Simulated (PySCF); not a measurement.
**Static response to an electric field**

C₆H₁₃BO₂.
Geometry (PBE0-D3(BJ)/def2-SVP, Å), atoms numbered from 1 in this order:
```
atom  x, y, z in Å
C1     2.9540    0.1142   -0.7352
C2     2.4780   -0.9903    0.1635
C3     1.3597   -0.9580    0.8979
C4     0.3824    0.1691    0.9500
B5    -0.9612   -0.0670    0.1413
O6    -1.1624   -1.2518   -0.4825
C7    -2.3235   -1.5551   -1.2108
O8    -1.9409    0.8813    0.0612
C9    -1.8352    2.1427    0.6556
H10    3.1291    1.0525   -0.1809
H11    2.2199    0.3440   -1.5261
H12    3.8972   -0.1494   -1.2332
H13    3.0918   -1.8961    0.2102
H14    1.1117   -1.8422    1.4954
H15    0.0894    0.3696    1.9992
H16    0.8378    1.1115    0.5984
H17   -2.0534   -1.7692   -2.2571
H18   -2.7916   -2.4588   -0.7892
H19   -3.0522   -0.7310   -1.1910
H20   -2.7592    2.7026    0.4497
H21   -1.7106    2.0771    1.7500
H22   -0.9871    2.7206    0.2498
```

Level: wB97X-D/def2-SVPD (PySCF), static field, nuclei fixed, core orbitals frozen in the response. The polarisability tensor in these axes (au):

```
x   107.78  -3.33  -4.59
y    -3.33  94.13   4.47
z    -4.59   4.47  84.79
```

Question: Diagonalise the tensor; give its mean and Δα, where Δα² is half the sum of the squared differences of the eigenvalues.

Answer: Principal values 82.61, 94.31 and 109.78 au; mean 95.57 au = 14.16 Å³ = 15.76 × 10⁻⁴⁰ C²·m²/J; Δα = 23.61 au (25 % of the mean).

Question: What is the dipole moment, and where does it point?

Answer: (-0.92, 1.42, 0.12) D, 1.70 D in size, pointing from the negative to the positive side. Measured along this direction, the outermost atoms are H13 at the negative end and H20 at the positive end.

Question: What would n − 1 = 2πNα be for an ideal gas of these molecules at 298.15 K and 1 atm, electronic part alone?

Answer: N = p/kT = 2.4615 × 10¹⁹ cm⁻³, so n − 1 = 2π × N × 14.16 × 10⁻²⁴ cm³ = 2190 × 10⁻⁶ at long wavelengths, for an ideal gas.

Question: Orientational against electronic polarisability at 500 K (dilute gas, rigid molecules)?

Answer: In Gaussian units μ²/3kT = 13.92 Å³ against 14.16 Å³, a ratio of 0.98; the Debye molar polarisation (4π/3)N_A(α + μ²/3kT) is 70.8 cm³/mol, leaving out the vibrational part.

Question: Molar refractivity from α?

Answer: Lorentz–Lorenz: R = (4π/3)N_A α = 2.5225 cm³/(mol·Å³) × 14.16 Å³ = 35.7 cm³/mol, in the limit of long wavelengths.

Question: What are the principal values of the traceless quadrupole moment, Θ = ½Σq(3rr − r²1), about the centre of nuclear charge?

Answer: -3.76, 0.53, 3.23 D·Å. The values depend on the origin, since the dipole doesn't vanish. The electronic extent ⟨r²⟩ about the same centre is 1656 bohr², a root-mean-square distance of 2.57 Å for the 70 electrons.

One conformer (not necessarily the lowest) at the PBE0-D3(BJ)/def2-SVP geometry, without solvent, vibrations or thermal averaging.
